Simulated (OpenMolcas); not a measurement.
neutral dysprosium: the spin-orbit constant, worked from levels

```yaml
Program: OpenMolcas
Basis: ANO-RCC-VQZP [9s8p6d4f3g2h]
Scalar_Hamiltonian: DKH2, point nucleus
Active_space: 10 electrons in 7 orbitals (4f)
State_averaging: 2S+1 = 5 even, 35 roots (30 in the spin-orbit step); 2S+1 = 3 even, 210 roots (99 in the spin-orbit step); 2S+1 = 1 even, 196 roots (31 in the spin-orbit step)
Spin-orbit_coupling: state interaction with AMFI integrals over the reference wave functions, term energies averaged over their components
```

Methods: CASSCF; SS-CASPT2, IPEA 0.25 Eh, imaginary shift 0.1 Eh (closed shells correlated: 5s 5p 6s). Measured levels: NIST Handbook of Basic Atomic Spectroscopic Data.

**The spin-orbit constant.** For the Hund term ⁵I of f10, E(J) = (A/2) J(J+1) + constant and ζ = -2S·A = -4A. From J = 4 to J = 8 the energy changes by 26 A.

```csv
Source,E(8) - E(4),A,ζ
CASSCF,-11612.5,-446.6,1787
SS-CASPT2,-11432.0,-439.7,1759
measured,-10925.3,-420.2,1681
```

All in cm-1. SS-CASPT2 is off by +4.6 % and CASSCF by +6.3 %. Both methods take the spin-orbit matrix elements from the reference wave functions, so the second can move ζ only through the term energies and any multistate remixing. Second-order mixing with other terms is absorbed into this ζ.

Term energies are means over components that CASPT2 splits; among the terms shown or strongly mixed into the levels shown the widest spread is 640 cm-1 (4f¹⁰ 6s² ⁵I, SS-CASPT2). High states are left out of the spin-orbit mixing, which shifts the levels that they would mix with. With the s shell closed, the reference lacks s² → p² mixing. Without dynamic correlation excited terms often stand tens of per cent too high (terms of higher spin than the ground term too low), and those without a measured partner can miss by more than the paired ones (holds for CASSCF). Computed and measured levels are paired by configuration, term and J; levels that our copy of the source lacks, or whose pairing is in doubt (as where it misses far off the trend of its configuration), stay unpaired and out of the deviations. Only configurations of the active space appear.
